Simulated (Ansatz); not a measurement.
Z-matrix (Å, degrees):
```
Y
N 1 2.144
N 1 2.171 2 114.8
C 1 2.662 2 113.7 3 -172.7
C 1 2.644 2 96.5 3 137.3
C 1 3.257 2 94.6 3 3.4
C 1 2.970 2 27.1 3 -34.5
C 1 2.644 2 140.8 3 168.2
C 1 3.181 2 137.3 3 -2.9
C 1 2.678 2 89.9 3 167.4
C 1 2.626 2 126.7 3 129.1
C 1 3.357 2 16.4 3 145.9
H 1 2.769 2 48.9 3 -35.2
H 4 1.082 1 119.3 2 81.3
H 5 1.081 1 117.4 2 -44.8
H 6 1.095 1 79.6 2 7.3
H 6 1.104 1 125.7 2 -96.6
H 6 1.103 1 123.3 2 110.9
H 7 1.103 1 126.9 2 -83.6
H 7 1.103 1 125.6 2 86.3
H 8 1.081 1 117.8 2 159.1
H 9 1.103 1 126.6 2 -70.0
H 9 1.103 1 123.9 2 87.7
H 9 1.096 1 76.1 2 -171.0
H 10 1.081 1 117.7 2 19.6
H 11 1.081 1 116.8 2 -107.4
H 12 1.103 1 122.6 2 72.2
H 12 1.103 1 122.7 2 -71.7
H 12 1.092 1 85.7 2 -179.6
```

Total charge 0; spin multiplicity 1. Y: def2 effective core potential.

(1) List the B3LYP/def2-TZVPP orbital energies in eV (Ansatz). (Best estimate.)

Answers

(1) Computed: Occupied: -388.23, -388.12, -277.22, -276.96, -276.90, -276.88, -276.79, -276.76, -276.73, -276.72, -276.69, -49.93, -28.59, -28.47, -28.38, -23.75, -23.44, -23.32, -19.21, -19.19, -18.92, -18.72, -16.04, -15.90, -14.77, -14.73, -14.35, -12.40, -12.02, -11.93, -11.82, -11.75, -11.59, -10.76, -10.75, -10.49, -10.33, -10.28, -10.25, -10.17, -9.78, -9.51, -7.90, -7.84, -6.64, -6.39, -5.56, -5.30. Lowest empty: -1.49, -0.25, 0.11, 0.29, 0.40, 0.47, 0.78, 1.04.

B3LYP here is the variant with VWN-RPA as its local correlation; programs differ in this.
